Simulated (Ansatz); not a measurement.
Ta₂O₇H₄⁻. Total charge -1; doublet. Geometry PBE-D4/def2-SVP, that of the neutral singlet; atoms count from 1.

| atom | x (Å) | y (Å) | z (Å) |
| --- | --- | --- | --- |
| Ta1 | -1.1514 | -0.2744 | 0.8435 |
| Ta2 | 1.6889 | 0.7677 | -0.1284 |
| O3 | -2.1178 | 0.7874 | -0.1539 |
| O4 | 0.3508 | 0.8866 | 1.2791 |
| O5 | -2.1406 | -0.8573 | 2.3798 |
| O6 | 0.3590 | -1.4671 | 0.0762 |
| O7 | 0.8600 | 0.3053 | -1.8522 |
| O8 | 2.4259 | 2.3269 | -0.3283 |
| O9 | -0.7469 | -1.5867 | -0.9078 |
| H10 | -3.0374 | -0.6198 | 2.6771 |
| H11 | -0.3748 | -0.9662 | -1.6226 |
| H12 | 3.0993 | -0.2394 | 0.3305 |
| H13 | 0.7852 | 0.9370 | -2.5930 |

In the def2 sets Ta takes a core potential; there is no spin–orbit coupling. The structure holds one bond between oxygen atoms, so isomers without such links may lie far lower. The highest occupied level of the charge -1 doublet lies above zero (up to 1.15 eV). By energy differences its removal costs 0.53 eV (vertical, to the charge 0 singlet, at PBE0-D4/def2-SVP); self-interaction error and the lack of diffuse functions both raise the level. The structure comes from a short search, and lower isomers may exist.

**Question.** Estimate the Mulliken populations from the PBE0/def2-SVP orbitals of Ansatz.

**Answer.** 
| atom | charge (e) | spin (α − β) | d electrons |
| --- | --- | --- | --- |
| Ta1 | 0.82 | 0.63 | 3.06 |
| Ta2 | 0.89 | 0.38 | 2.97 |
| O3 | -0.45 | -0.02 | – |
| O4 | -0.63 | -0.03 | – |
| O5 | -0.47 | 0.00 | – |
| O6 | -0.42 | 0.01 | – |
| O7 | -0.52 | 0.02 | – |
| O8 | -0.42 | -0.01 | – |
| O9 | -0.21 | 0.01 | – |
| H10 | 0.21 | 0.00 | – |
| H11 | 0.25 | 0.02 | – |
| H12 | -0.28 | -0.01 | – |
| H13 | 0.22 | 0.00 | – |
Mulliken values and Mayer orders depend strongly on the basis.

**Question.** Where does the spin sit?

**Answer.** Summed by element: Ta 1.01, O -0.02, H 0.01, of 1 unpaired in all. Largest on single atoms: Ta1 0.63, Ta2 0.38, O4 -0.03.

**Question.** And the Mayer bond orders between bonded heavy atoms (over 0.3)?

**Answer.** Ta1–Ta2 0.32 (3.18 Å); Ta1–O3 2.21 (1.75 Å); Ta1–O4 0.93 (1.95 Å); Ta1–O5 1.15 (1.92 Å); Ta1–O6 0.60 (2.07 Å); Ta1–O9 0.36 (2.23 Å); Ta2–O4 1.07 (1.95 Å); Ta2–O7 0.89 (1.97 Å); Ta2–O8 2.27 (1.74 Å); O6–O9 0.90 (1.49 Å).
